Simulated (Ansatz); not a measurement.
Born–Oppenheimer molecular dynamics of AlClH4N2 (8 atoms, charge 0, multiplicity 1). It starts from a relaxed structure.

Level of theory: RKS PBE0-D4/6-31G (Ansatz).

* ensemble: NVT, Nosé–Hoover chain
* time step: 0.5 fs
* steps asked: 250
* set temperature: 50 K
* thermostat: time constant 100 fs, chain length 3 (defaults)
* temperature schedule: 62 steps to 50 K, then 188 steps to 100 K
* seed: 543234

First frame:

```xyz
8
Properties=species:S:1:pos:R:3
Al -0.002 0.024 -0.117
Cl -0.013 0.139 2.071
N 1.580 0.100 -0.923
H 1.722 0.054 -1.921
H 2.451 0.196 -0.422
N -1.577 -0.137 -0.926
H -2.452 -0.180 -0.426
H -1.709 -0.196 -1.925
```

Task: How far do the bonds stretch over the last three quarters of this one trajectory? (Pairs bonded in most of those frames.)

Result: 
```csv
bond,mean (Å),spread (Å),shortest,longest
Al1–Cl2,2.191,0.008,2.17,2.20
Al1–N3,1.777,0.014,1.76,1.80
Al1–N6,1.778,0.007,1.76,1.79
N3–H4,1.010,0.011,0.99,1.03
N3–H5,1.009,0.009,1.00,1.02
N6–H7,1.010,0.009,0.99,1.03
N6–H8,1.009,0.009,1.00,1.02
```

Mean temperature of the second half: 35 K. The conserved energy stayed within 0.075 meV per atom of its start (net change 0.059 meV per atom), so the integration is sound. The schedule's set-point averaged 83 K over the second half and the system 35 K, so it lags behind the ramp. A run of 0.12 ps of so small a system gives no equilibrium averages. Limits of this set-up: no polarisation functions.

Time of the run: 9.6 min on 1 thread of AMD EPYC 7B13 (Zen 3), on a shared host, peak memory 0.14 GiB.
